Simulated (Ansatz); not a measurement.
`[AlH2][O][SiH2][AlH2]`, charge 0, multiplicity 1.

**Question.** Give a relaxed structure at PBE0-D4/def2-TZVP (the Gaussian-basis code of Ansatz). (Best estimate.)

**Answer.** Ansatz gave: 
Cartesian coordinates in Å:
```
Al 1.978 -1.413 -0.733
O 0.438 -0.787 -0.486
Si -1.062 -0.179 -0.258
Al -1.029 1.842 1.154
H 2.819 -0.857 -1.950
H 2.501 -2.516 0.269
H -1.934 -1.231 0.352
H -1.680 0.121 -1.588
H -2.375 2.615 1.505
H 0.344 2.403 1.735
```
Point group Cs.
This is one stationary point; other conformers may exist.
